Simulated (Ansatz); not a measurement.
Geometry optimisation, RHF/def2-SVP (Ansatz).

The input (input.yaml):

```yaml
crystal:
  periodic: [false, false, false]
  atoms:
    - { symbol: Ge, position_ang: [0.148085, 0.630714, -0.289743] }
    - { symbol: H, position_ang: [0.905247, -0.458524, 2.134364] }
    - { symbol: Ge, position_ang: [2.375401, -0.188356, -0.928284] }
    - { symbol: H, position_ang: [2.307471, -1.639857, -1.420298] }
    - { symbol: H, position_ang: [2.937564, 0.695953, -2.047842] }
    - { symbol: H, position_ang: [3.311783, -0.112194, 0.284426] }
    - { symbol: H, position_ang: [-0.57366, 1.159191, -1.537191] }
    - { symbol: H, position_ang: [-0.730813, -0.462916, 0.321001] }
    - { symbol: S, position_ang: [0.286037, 2.385125, 1.115034] }
    - { symbol: H, position_ang: [1.568211, 2.218267, 1.443758] }
    - { symbol: H, position_ang: [0.812374, 0.185298, 2.419977] }
basis:
  gaussian: { orbitals: def2-SVP }
hamiltonian:
  xc: hf
relax:
  f_tol: 0.03
  max_steps: 50
```

Run as:

```bash
$ ansatz run input.yaml --threads 2 --pin off --max-ram 3072MiB --backend cpu --events-out ev --progress --plain --runs-dir out
```

Problem. Where does it end, and by what steps?

Solution. The run converged. The force dipped under the threshold on the way, but the program's further checks kept it going. After 25 steps the energy has fallen by 0.312 eV; H2 moved furthest, 1.63 Å.

```json
{"step": "0", "energy less start (eV)": "0.0000", "largest force component (eV/Å)": "1.541", "accepted": "yes"}
{"step": "1", "energy less start (eV)": "-0.1594", "largest force component (eV/Å)": "0.173", "accepted": "yes"}
{"step": "2", "energy less start (eV)": "-0.2243", "largest force component (eV/Å)": "0.175", "accepted": "yes"}
{"step": "3", "energy less start (eV)": "-0.2609", "largest force component (eV/Å)": "0.091", "accepted": "yes"}
{"step": "4", "energy less start (eV)": "-0.2814", "largest force component (eV/Å)": "0.122", "accepted": "yes"}
{"step": "5", "energy less start (eV)": "-0.2943", "largest force component (eV/Å)": "0.030", "accepted": "yes"}
{"step": "6", "energy less start (eV)": "-0.2788", "largest force component (eV/Å)": "0.762", "accepted": "no"}
{"step": "7", "energy less start (eV)": "-0.3010", "largest force component (eV/Å)": "0.031", "accepted": "yes"}
{"step": "8", "energy less start (eV)": "-0.3002", "largest force component (eV/Å)": "0.319", "accepted": "no"}
{"step": "9", "energy less start (eV)": "-0.3032", "largest force component (eV/Å)": "0.040", "accepted": "yes"}
{"step": "10", "energy less start (eV)": "-0.3038", "largest force component (eV/Å)": "0.097", "accepted": "yes"}
{"step": "11", "energy less start (eV)": "-0.3069", "largest force component (eV/Å)": "0.025", "accepted": "yes"}
{"step": "12", "energy less start (eV)": "-0.3083", "largest force component (eV/Å)": "0.122", "accepted": "yes"}
{"step": "13", "energy less start (eV)": "-0.3088", "largest force component (eV/Å)": "0.144", "accepted": "yes"}
{"step": "14", "energy less start (eV)": "-0.3096", "largest force component (eV/Å)": "0.098", "accepted": "yes"}
{"step": "15", "energy less start (eV)": "-0.3101", "largest force component (eV/Å)": "0.040", "accepted": "yes"}
{"step": "16", "energy less start (eV)": "-0.3105", "largest force component (eV/Å)": "0.021", "accepted": "yes"}
{"step": "17", "energy less start (eV)": "-0.3107", "largest force component (eV/Å)": "0.046", "accepted": "yes"}
{"step": "18", "energy less start (eV)": "-0.3108", "largest force component (eV/Å)": "0.042", "accepted": "yes"}
{"step": "19", "energy less start (eV)": "-0.3110", "largest force component (eV/Å)": "0.033", "accepted": "yes"}
{"step": "20", "energy less start (eV)": "-0.3111", "largest force component (eV/Å)": "0.040", "accepted": "yes"}
{"step": "21", "energy less start (eV)": "-0.3111", "largest force component (eV/Å)": "0.042", "accepted": "yes"}
{"step": "22", "energy less start (eV)": "-0.3112", "largest force component (eV/Å)": "0.059", "accepted": "yes"}
{"step": "23", "energy less start (eV)": "-0.3113", "largest force component (eV/Å)": "0.035", "accepted": "yes"}
{"step": "24", "energy less start (eV)": "-0.3113", "largest force component (eV/Å)": "0.010", "accepted": "yes"}
{"step": "25", "energy less start (eV)": "-0.3115", "largest force component (eV/Å)": "0.024", "accepted": "yes"}
```

```xyz
11
Properties=species:S:1:pos:R:3
Ge 0.195 0.728 -0.659
H 1.162 -0.556 3.740
Ge 2.407 -0.134 -1.296
H 2.270 -1.455 -2.067
H 3.128 0.893 -2.176
H 3.236 -0.381 -0.029
H -0.609 1.197 -1.875
H -0.619 -0.322 0.109
S 0.428 2.581 0.600
H 1.219 2.036 1.528
H 0.532 -0.173 3.620
```

Whether the end is a true minimum wasn't checked by a vibrational analysis.

The run took 69 s on 2 threads of Arm Neoverse V1, on a shared host, peak memory 0.32 GiB.
